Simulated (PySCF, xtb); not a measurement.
ClF₂H₃Si₂, SMILES F[Si](F)([SiH3])Cl.

GFN2-xTB (xtb) at its own geometry gives an orbital gap of 4.88 eV and a dipole moment of 2.57 D.

The structure is a stationary point at PBE-D3(BJ)/def2-SVP.

**Question.** What does PBE/def2-TZVP (PySCF) give? (An estimate is asked for; the answer gives what the named calculation found.)

**Answer.** gap 6.40 eV (levels -7.85 and -1.45 eV), dipole 1.99 D.
